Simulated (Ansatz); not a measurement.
A nudged elastic band was laid between two geometries of ClH + ClH5OW (10 atoms, charge 0, multiplicity 1).

The calculation used RKS CAM-B3LYP-D4/def2-SVP in Ansatz.

- movable images: 1
- climbing image: no
- spring: 5.0 eV/Å²
- optimiser: quadratic models (default)
- start path: through a guess of the saddle point
- force threshold: 0.05 eV/Å
- iteration limit: 60
- end points: relaxed

Initial state:

```xyz
10
Properties=species:S:1:pos:R:3
W -0.163 -0.421 -0.164
H -0.182 -0.121 1.490
H 1.290 -0.807 0.586
H 0.768 0.835 0.411
Cl -2.250 -1.227 0.368
H 0.607 -1.844 -0.634
O -0.027 0.610 -1.711
H 0.220 1.535 -1.841
Cl -1.815 2.509 0.588
H -1.281 2.087 1.684
```

Final state:

```xyz
10
Properties=species:S:1:pos:R:3
W -0.413 0.503 -0.612
H -0.851 -0.602 3.659
H 1.148 0.823 -0.018
H 0.613 1.787 -0.990
Cl -2.584 -0.406 -0.810
H 0.234 -0.604 0.449
O 0.272 -0.226 -2.135
H 0.829 -0.188 -2.922
Cl -1.109 2.045 0.918
H -0.972 0.024 3.238
```

(1) What changes between the two ends?

(2) What energy profile does the band end with?

## Answers

(1) Bonds broken: W1–H2, Cl9–H10. Bonds formed: W1–Cl9, H2–H10. ClH + ClH5OW becomes Cl2H4OW + H2.

(2) The forces met the threshold. The highest image is number 0 of 0 to 2, 0.0 kcal/mol above the first end and 12.4 kcal/mol above the last; the last end lies 12.4 kcal/mol below the first. The highest image is an end point: on this band no image between the ends rises above it. So few images can step over the top or miss a turn of the path. The orbitals stay closed-shell, which can raise the energy where a bond breaks towards radicals; this wasn't checked here.

```json
{"image": "0", "path coordinate (Å)": "0.00", "energy (kcal/mol)": "0.0", "W1–H2 (Å)": "1.68", "Cl9–H10 (Å)": "1.29", "W1–Cl9 (Å)": "3.45"}
{"image": "1", "path coordinate (Å)": "3.32", "energy (kcal/mol)": "-4.3", "W1–H2 (Å)": "2.14", "Cl9–H10 (Å)": "2.66", "W1–Cl9 (Å)": "2.40"}
{"image": "2", "path coordinate (Å)": "6.65", "energy (kcal/mol)": "-12.4", "W1–H2 (Å)": "4.43", "Cl9–H10 (Å)": "3.08", "W1–Cl9 (Å)": "2.28"}
```

Time of the run: 63 s on 4 threads of Arm Neoverse V2 (shared host), peak memory 0.36 GiB.
